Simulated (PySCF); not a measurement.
A series of related molecules.

All values: PBE0/pcSseg-1 (PySCF) at GFN2-xTB geometries, gas phase, one conformer each.

(1) Rank by LUMO energy, highest first.
A. `C[Si@@H](C#CCCl)[SiH2][SiH3]`
B. `C[Si@H](C#CC#N)[SiH2][SiH3]`
C. `C=CCC#C[Si@H](C)[SiH2][SiH3]`
D. `C[Si@H](C#CC(N)=O)[SiH2][SiH3]`

(2) Rank by dipole moment, highest first.
A. `[CH3:1][Si@H:2]([C:3]#[C:4][C:5]([NH2:6])=[O:7])[SiH2:8][SiH3:9]` with C4–C5–N6–H 1° and 179°, C1–Si2–Si8–Si9 121°
B. `[CH3:1][Si@H:2]([C:3]#[C:4][C:5]#[N:6])[SiH2:7][SiH3:8]` with C1–Si2–Si7–Si8 72°
C. `[CH:1]#[C:2][Si@@H:3]([CH3:4])[SiH2:5][SiH3:6]` with C2–Si3–Si5–Si6 60°
D. `[CH3:1][Si@H:2]([C:3]#[C:4][CH:5]1[CH2:6][CH2:7]1)[SiH2:8][SiH3:9]` with C1–Si2–Si8–Si9 97°
E. `[CH3:1][Si@@H:2]([C:3]#[C:4][CH2:5][Cl:6])[SiH2:7][SiH3:8]` with C1–Si2–Si7–Si8 -146°
F. `[CH2:1]=[CH:2][CH2:3][C:4]#[C:5][Si@H:6]([CH3:7])[SiH2:8][SiH3:9]` with C1–C2–C3–C4 -119°, C5–Si6–Si8–Si9 12°

## Answers

(1) C (-0.36 eV), A (-0.81 eV), D (-1.24 eV), B (-1.79 eV).

(2) B (4.82 D), A (4.04 D), E (2.11 D), D (1.24 D), F (1.00 D), C (0.64 D).

All values together:

```json
{"SMILES": "C#C[Si@@H](C)[SiH2][SiH3]", "change": "parent", "formula": "C3H10Si3", "μ (D)": "0.64", "HOMO (eV)": "-7.82", "LUMO (eV)": "-0.37", "lowest IAO charge (e)": "-0.697 (C)", "highest IAO charge (e)": "+0.656 (Si)", "lowest Hirshfeld charge (e)": "-0.206 (C)", "highest Hirshfeld charge (e)": "+0.300 (Si)"}
{"SMILES": "C=CCC#C[Si@H](C)[SiH2][SiH3]", "change": "H on C replaced by allyl", "formula": "C6H14Si3", "μ (D)": "1.00", "HOMO (eV)": "-7.39", "LUMO (eV)": "-0.36", "lowest IAO charge (e)": "-0.700 (C)", "highest IAO charge (e)": "+0.661 (Si)", "lowest Hirshfeld charge (e)": "-0.209 (C)", "highest Hirshfeld charge (e)": "+0.297 (Si)"}
{"SMILES": "C[Si@H](C#CC#N)[SiH2][SiH3]", "change": "H on C replaced by CN", "formula": "C4H9NSi3", "μ (D)": "4.82", "HOMO (eV)": "-8.26", "LUMO (eV)": "-1.79", "lowest IAO charge (e)": "-0.700 (C)", "highest IAO charge (e)": "+0.654 (Si)", "lowest Hirshfeld charge (e)": "-0.205 (C)", "highest Hirshfeld charge (e)": "+0.309 (Si)"}
{"SMILES": "C[Si@@H](C#CCCl)[SiH2][SiH3]", "change": "H on C replaced by CH2Cl", "formula": "C4H11ClSi3", "μ (D)": "2.11", "HOMO (eV)": "-7.78", "LUMO (eV)": "-0.81", "lowest IAO charge (e)": "-0.697 (C)", "highest IAO charge (e)": "+0.656 (Si)", "lowest Hirshfeld charge (e)": "-0.206 (C)", "highest Hirshfeld charge (e)": "+0.300 (Si)"}
{"SMILES": "C[Si@H](C#CC(N)=O)[SiH2][SiH3]", "change": "H on C replaced by CONH2", "formula": "C4H11NOSi3", "μ (D)": "4.04", "HOMO (eV)": "-7.66", "LUMO (eV)": "-1.24", "lowest IAO charge (e)": "-0.697 (C)", "highest IAO charge (e)": "+0.651 (Si)", "lowest Hirshfeld charge (e)": "-0.284 (O)", "highest Hirshfeld charge (e)": "+0.303 (Si)"}
{"SMILES": "C[Si@H](C#CC1CC1)[SiH2][SiH3]", "change": "H on C replaced by cPr", "formula": "C6H14Si3", "μ (D)": "1.24", "HOMO (eV)": "-7.15", "LUMO (eV)": "-0.33", "lowest IAO charge (e)": "-0.702 (C)", "highest IAO charge (e)": "+0.663 (Si)", "lowest Hirshfeld charge (e)": "-0.210 (C)", "highest Hirshfeld charge (e)": "+0.296 (Si)"}
```

Conformers: `[CH:1]#[C:2][Si@@H:3]([CH3:4])[SiH2:5][SiH3:6]` with C2–Si3–Si5–Si6 60°; `[CH2:1]=[CH:2][CH2:3][C:4]#[C:5][Si@H:6]([CH3:7])[SiH2:8][SiH3:9]` with C1–C2–C3–C4 -119°, C5–Si6–Si8–Si9 12°; `[CH3:1][Si@H:2]([C:3]#[C:4][C:5]#[N:6])[SiH2:7][SiH3:8]` with C1–Si2–Si7–Si8 72°; `[CH3:1][Si@@H:2]([C:3]#[C:4][CH2:5][Cl:6])[SiH2:7][SiH3:8]` with C1–Si2–Si7–Si8 -146°; `[CH3:1][Si@H:2]([C:3]#[C:4][C:5]([NH2:6])=[O:7])[SiH2:8][SiH3:9]` with C4–C5–N6–H 1° and 179°, C1–Si2–Si8–Si9 121°; `[CH3:1][Si@H:2]([C:3]#[C:4][CH:5]1[CH2:6][CH2:7]1)[SiH2:8][SiH3:9]` with C1–Si2–Si8–Si9 97°.

Question: Give the shifts from the parent, `C#C[Si@@H](C)[SiH2][SiH3]`.

Answer: 
| SMILES | change in μ (D) | change in HOMO (eV) | change in LUMO (eV) |
| --- | --- | --- | --- |
| C=CCC#C[Si@H](C)[SiH2][SiH3] | +0.36 | +0.43 | +0.01 |
| C[Si@H](C#CC#N)[SiH2][SiH3] | +4.18 | -0.44 | -1.42 |
| C[Si@@H](C#CCCl)[SiH2][SiH3] | +1.47 | +0.04 | -0.44 |
| C[Si@H](C#CC(N)=O)[SiH2][SiH3] | +3.40 | +0.16 | -0.87 |
| C[Si@H](C#CC1CC1)[SiH2][SiH3] | +0.60 | +0.67 | +0.04 |
